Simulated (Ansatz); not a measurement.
# Nudged elastic band run: C₂H₄FIn

Input file:

```yaml
crystal:
  periodic: [false, false, false]
  atoms:
    - { symbol: C, position_ang: [-0.910538, 1.078592, -0.027356] }
    - { symbol: C, position_ang: [0.374201, 0.759074, -0.228533] }
    - { symbol: In, position_ang: [0.918995, -1.272328, 0.064257] }
    - { symbol: F, position_ang: [-0.773355, -2.157078, 0.588468] }
    - { symbol: H, position_ang: [-1.646552, 0.324387, 0.274456] }
    - { symbol: H, position_ang: [-1.281777, 2.10414, -0.154953] }
    - { symbol: H, position_ang: [1.08949, 1.53291, -0.529998] }
    - { symbol: H, position_ang: [2.229526, -2.369706, 0.01366] }
basis:
  gaussian: { orbitals: def2-SVP }
hamiltonian:
  xc: pbe0
neb:
  order_check: false
  images: 7
  f_tol: 0.2
  max_iterations: 58
  final_atoms:
    - { symbol: C, position_ang: [-1.06465434, 1.14136574, 0.00949207] }
    - { symbol: C, position_ang: [0.17419026, 0.67179539, -0.18243275] }
    - { symbol: In, position_ang: [0.69186972, -1.37017277, 0.12933114] }
    - { symbol: F, position_ang: [2.59358731, -1.72579519, -0.25821678] }
    - { symbol: H, position_ang: [-1.8956564, 0.50673777, 0.34032344] }
    - { symbol: H, position_ang: [-1.31819789, 2.1967319, -0.15690634] }
    - { symbol: H, position_ang: [0.95718118, 1.36361482, -0.51613454] }
    - { symbol: H, position_ang: [-0.13832985, -2.78428665, 0.63454476] }
  initial_path:
    images:
      - { positions_ang: [[-0.910538, 1.078592, -0.027356], [0.374201, 0.759074, -0.228533], [0.918995, -1.272328, 0.064257], [-0.773355, -2.157078, 0.588468], [-1.646552, 0.324387, 0.274456], [-1.281777, 2.10414, -0.154953], [1.08949, 1.53291, -0.529998], [2.229526, -2.369706, 0.01366]] }
      - { positions_ang: [[-0.87949045, 1.12749966, 0.04336082], [0.31509953, 0.74177789, -0.29087787], [0.88289202, -1.29295139, 0.06986668], [-0.6624589, -2.30014956, 0.24311108], [-1.54236319, 0.43587331, 0.48275227], [-1.2486722, 2.14661707, -0.10310771], [0.9678984, 1.4395008, -0.73064124], [2.16708478, -2.29817678, 0.28553698]] }
      - { positions_ang: [[-0.84844289, 1.17640733, 0.11407764], [0.25599806, 0.72448178, -0.35322275], [0.84678905, -1.31357478, 0.07547635], [-0.5515628, -2.44322113, -0.10224585], [-1.43817438, 0.54735963, 0.69104854], [-1.2155674, 2.18909414, -0.05126242], [0.8463068, 1.34609159, -0.93128449], [2.10464356, -2.22664756, 0.55741396]] }
      - { positions_ang: [[-0.81739534, 1.22531499, 0.18479446], [0.19689659, 0.70718567, -0.41556762], [0.81068607, -1.33419816, 0.08108603], [-0.4406667, -2.58629269, -0.44760277], [-1.33398558, 0.65884594, 0.89934482], [-1.1824626, 2.23157121, 0.00058287], [0.7247152, 1.25268239, -1.13192773], [2.04220234, -2.15511835, 0.82929094]] }
      - { positions_ang: [[-0.78634778, 1.27422266, 0.25551128], [0.13779512, 0.68988957, -0.47791249], [0.7745831, -1.35482155, 0.08669571], [-0.3297706, -2.72936426, -0.79295969], [-1.22979677, 0.77033225, 1.10764109], [-1.1493578, 2.27404828, 0.05242816], [0.6031236, 1.15927318, -1.33257098], [1.97976112, -2.08358913, 1.10116793]] }
      - { positions_ang: [[-0.85592442, 1.24100843, 0.19400647], [0.14689391, 0.68536602, -0.40404256], [0.75390475, -1.35865936, 0.09735457], [0.40106888, -2.47847199, -0.65927397], [-1.39626168, 0.70443363, 0.91581168], [-1.19156782, 2.25471918, 9.454e-05], [0.69163799, 1.21035859, -1.12846187], [1.45023838, -2.25876351, 0.98451214]] }
      - { positions_ang: [[-0.92550106, 1.2077942, 0.13250167], [0.15599269, 0.68084248, -0.33017262], [0.73322641, -1.36249716, 0.10801342], [1.13190836, -2.22757972, -0.52558824], [-1.56272658, 0.63853501, 0.72398227], [-1.23377784, 2.23539009, -0.05223909], [0.78015239, 1.261444, -0.92435276], [0.92071564, -2.43393789, 0.86785635]] }
      - { positions_ang: [[-0.9950777, 1.17457997, 0.07099687], [0.16509147, 0.67631893, -0.25630269], [0.71254807, -1.36633497, 0.11867228], [1.86274784, -1.97668746, -0.39190251], [-1.72919149, 0.57263639, 0.53215285], [-1.27598787, 2.21606099, -0.10457271], [0.86866679, 1.31252941, -0.72024365], [0.39119289, -2.60911227, 0.75120055]] }
      - { positions_ang: [[-1.06465434, 1.14136574, 0.00949207], [0.17419026, 0.67179539, -0.18243275], [0.69186972, -1.37017277, 0.12933114], [2.59358731, -1.72579519, -0.25821678], [-1.8956564, 0.50673777, 0.34032344], [-1.31819789, 2.1967319, -0.15690634], [0.95718118, 1.36361482, -0.51613454], [-0.13832985, -2.78428665, 0.63454476]] }
```

Run as:

```bash
$ ansatz run input.yaml --threads 1 --pin off --max-ram 2048MiB --backend cpu --events-out ev --progress --plain --runs-dir out
```

Output, in part (warnings, iteration lines, the closing report on the highest movable image, with atoms numbered from 0):

```
NEB end point (image 0): max|allowed force component| = 9.154e-3 eV/Å (the criterion of neb.relax_end_points is 4.000e-2)
NEB end point (image 8): max|allowed force component| = 1.203e-2 eV/Å (the criterion of neb.relax_end_points is 4.000e-2)
NEB iter   1: max|band force component| = 1.587e2 eV/Å  barrier→ = 45.0987 eV  barrier← = 45.0628 eV  Δτ_max = 0.1996 Å  (235 SCF iters)
NEB iter   2: max|band force component| = 6.288e1 eV/Å  barrier→ = 16.6499 eV  barrier← = 16.6140 eV  Δτ_max = 0.2000 Å  (223 SCF iters)
NEB iter   3: max|band force component| = 2.809e1 eV/Å  barrier→ = 7.8843 eV  barrier← = 7.8483 eV  Δτ_max = 0.1990 Å  (214 SCF iters)
NEB iter   4: max|band force component| = 1.451e1 eV/Å  barrier→ = 2.9535 eV  barrier← = 2.9176 eV  Δτ_max = 0.1978 Å  (209 SCF iters)
NEB iter   5: max|band force component| = 5.782e0 eV/Å  barrier→ = 0.9972 eV  barrier← = 0.9612 eV  Δτ_max = 0.1908 Å  (209 SCF iters)
NEB iter   6: max|band force component| = 2.646e0 eV/Å  barrier→ = 0.2937 eV  barrier← = 0.2578 eV  Δτ_max = 0.0727 Å  (212 SCF iters)
NEB iter   7: max|band force component| = 8.398e-1 eV/Å  barrier→ = 0.1385 eV  barrier← = 0.1025 eV  Δτ_max = 0.0917 Å  (187 SCF iters)
NEB iter   8: max|band force component| = 5.909e-1 eV/Å  barrier→ = 0.1382 eV  barrier← = 0.1023 eV  Δτ_max = 0.0503 Å  (205 SCF iters)
NEB iter   9: max|band force component| = 1.945e-1 eV/Å  barrier→ = 0.1381 eV  barrier← = 0.1022 eV  CI = image 4  Δτ_max = 0.0000 Å  (364 SCF iters)
Total energy: -10020.10207128 eV, -368.2319592505 hartree
Atom 0 at    -0.803958     1.282296     0.267898 Å, force    -0.001775    -0.003684     0.004663 eV/Å
Atom 1 at     0.140656     0.622849    -0.410059 Å, force    -0.005889     0.011722    -0.000992 eV/Å
Atom 2 at     0.791445    -1.354583     0.072745 Å, force     0.003177    -0.001830     0.002671 eV/Å
Atom 3 at    -0.310550    -2.740874    -0.800535 Å, force    -0.001013    -0.000365    -0.001890 eV/Å
Atom 4 at    -1.326725     0.860168     1.133810 Å, force     0.000952     0.000995    -0.001570 eV/Å
Atom 5 at    -1.115731     2.295271    -0.017092 Å, force     0.002265    -0.000676    -0.003252 eV/Å
Atom 6 at     0.606725     1.124785    -1.268074 Å, force     0.001029    -0.004821     0.000906 eV/Å
Atom 7 at     2.018128    -2.089921     1.021309 Å, force     0.001254    -0.001341    -0.000535 eV/Å
Dipole moment:     0.285276     0.564446     0.246106 e Å
```

The run converged. The threshold of 0.2 eV/Å is loose, so the images may lie well off the minimum-energy path. Another band between the same ends (7 images) ends at a top of the same energy, where a vibrational analysis finds 1 clearly imaginary mode.

Final band (atoms are numbered from 1 in the order of the input):

| image | path coordinate (Å) | energy (kJ/mol) | dihedral C1–C2–In3–F4 (°) |
| --- | --- | --- | --- |
| 0 | 0.00 | 0.0 | 0 |
| 1 | 0.64 | 2.9 | 21 |
| 2 | 1.27 | 7.9 | 42 |
| 3 | 1.91 | 11.9 | 65 |
| 4 | 2.54 | 13.3 | 87 |
| 5 | 3.17 | 11.9 | 109 |
| 6 | 3.81 | 8.8 | 132 |
| 7 | 4.44 | 5.0 | 155 |
| 8 | 5.08 | 3.5 | 180 |

Run time: 4.9 min on 1 thread of Arm Neoverse V1, with other jobs on the host, peak memory 0.18 GiB.
